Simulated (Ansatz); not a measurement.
Reaction (formal loss of a carbene): `C[Si](C)(O)O` → `[CH2]` (triplet) + `C[SiH](O)O`

Program: Ansatz. Geometries: PBE0-D4/def2-TZVP. ΔE: electronic, gas phase. CCSD(T)/CBS adds triple-zeta CCSD(T) − MP2 to the extrapolated MP2 energy (def2 sets, frozen cores). This one scheme is used for every species. DFT in def2-TZVPP. HSE06 is defined as in plane-wave codes. Triplets are unrestricted, without spin–orbit coupling. Each species was taken in one conformer, which may not be the lowest.

`C[Si](C)(O)O`:

```xyz
13

C     1.001    1.140    0.520
Si   -0.405    0.002    0.064
C     0.207   -1.598   -0.645
O    -1.415    0.789   -0.984
O    -1.310   -0.409    1.374
H     0.634    2.071    0.961
H     1.658    0.662    1.252
H     1.612    1.397   -0.351
H    -0.635   -2.220   -0.957
H     0.786   -2.157    0.094
H     0.845   -1.426   -1.516
H    -1.043    1.504   -1.500
H    -1.935    0.245    1.688
```

`[CH2]` (triplet):

Z-matrix (Å, degrees):
```
C
H 1 1.079
H 1 1.079 2 134.9
```

`C[SiH](O)O`:

Cartesian coordinates in Å:
```
C -1.313 -0.339 0.036
Si 0.450 0.143 0.336
O 1.348 -1.087 -0.292
O 0.836 1.597 -0.333
H -1.502 -0.486 -1.030
H -1.547 -1.275 0.548
H -1.994 0.433 0.403
H 0.761 0.341 1.773
H 2.297 -1.042 -0.172
H 0.664 1.715 -1.269
```

| level | ΔE (kcal/mol) |
| --- | --- |
| B97M-V | 115.7 |
| PBE0-D4 | 114.5 |
| r2SCAN0-D4 | 109.3 |
| HSE06-D4 | 114.6 |
| BHLYP-D4 | 110.4 |
| RPA@PBE/def2-TZVPP | 109.4 |
| CCSD(T)/def2-SVP | 107.8 |
| HF/CBS(def2) | 78.5 |

(1) What does CCSD(T)/CBS give? (Best estimate.)

Largest T1 diagnostic among the species: 0.011.

Results:

(1) Ansatz gave: +114.9 kcal/mol. The listed levels differ from it by 0.8, -0.4, -5.6, -0.3, -4.5, -5.5, -7.1, -36.4 kcal/mol.

From r2SCAN to r2SCAN0 (25 % exact exchange), in def2-TZVPP and without D4, ΔE moves by −1.0 kcal/mol. Leaving LDA and LC-ωPBE aside and taking each functional with its dispersion term where it has one, the values, not all of them listed here, spread over 7.8 kcal/mol, from r2SCAN0-D4 to ωB97X-V. LDA lies +17.6 kcal/mol from PBE without D4. In def2-TZVPP, CCSD(T) changes the Hartree–Fock value by +33.5 kcal/mol (the triples alone add +2.7 kcal/mol) and MP2 by +36.7 kcal/mol.
